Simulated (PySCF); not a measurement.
# Dipole moment and polarisability of `CC(F)(F)C(=O)OCF`

Compound: C4H5F3O2.
Geometry (GFN2-xTB, Å), atoms numbered from 1 in this order:
```
atom  x, y, z in Å
C1    -2.1083    0.4712   -0.0133
C2    -1.1235   -0.6614    0.2078
F3    -1.0106   -1.4327   -0.9025
F4    -1.5712   -1.5009    1.1837
C5     0.2606   -0.1262    0.6357
O6     0.4485    0.4670    1.6537
O7     1.1877   -0.4112   -0.2870
C8     2.4809    0.0794   -0.0809
F9     2.5749    1.3296   -0.6018
H10   -3.0739    0.0520   -0.2868
H11   -2.2024    1.0425    0.9062
H12   -1.7504    1.1123   -0.8142
H13    3.1682   -0.5700   -0.6320
H14    2.7189    0.1479    0.9893
```

Level: B3LYP/def2-SVPD (PySCF), static field, nuclei fixed, core orbitals frozen in the response. The polarisability tensor in these axes (au):

```
x   67.84  1.44 -2.39
y    1.44 52.81  1.99
z   -2.39  1.99 56.00
```

Task: Diagonalise the tensor; give its mean and Δα, where Δα² is half the sum of the squared differences of the eigenvalues.

Result: Principal values 51.52, 56.76 and 68.38 au; mean 58.89 au = 8.73 Å³ = 9.71 × 10⁻⁴⁰ C²·m²/J; Δα = 14.94 au (25 % of the mean).

Task: What is the dipole moment, and where does it point?

Result: (0.40, 0.21, -0.78) D, 0.90 D in size, pointing from the negative to the positive side. Measured along this direction, the outermost atoms are F4 at the negative end and F9 at the positive end.

Task: What would n − 1 = 2πNα be for an ideal gas of these molecules at 500 K and 1 atm, electronic part alone?

Result: N = p/kT = 1.4678 × 10¹⁹ cm⁻³, so n − 1 = 2π × N × 8.73 × 10⁻²⁴ cm³ = 805 × 10⁻⁶ at long wavelengths.

Task: Find the Langevin capture rate constant for H3O+ (19.018 u) meeting this molecule (142.024 u), k = 2.342 × 10⁻⁹ cm³/s × √(α in Å³ / reduced mass in u).

Result: The reduced mass is 16.77 u, so k = 1.69 × 10⁻⁹ cm³/s. The formula leaves out the permanent dipole, which adds to the capture rate.

Task: How large is μ²/3kT at 273 K beside α?

Result: In Gaussian units μ²/3kT = 7.17 Å³ against 8.73 Å³, a ratio of 0.82; the Debye molar polarisation (4π/3)N_A(α + μ²/3kT) is 40.1 cm³/mol, leaving out the vibrational part.

Task: Give the eigenvalues of the traceless quadrupole moment Θ = ½Σq(3rr − r²1), origin at the centre of nuclear charge.

Result: -10.87, -7.33, 18.20 D·Å. The values depend on the origin, since the dipole doesn't vanish. The electronic extent ⟨r²⟩ about the same centre is 1258 bohr², a root-mean-square distance of 2.21 Å for the 72 electrons.

One conformer (not necessarily the lowest) at the GFN2-xTB geometry, without solvent, vibrations or thermal averaging.
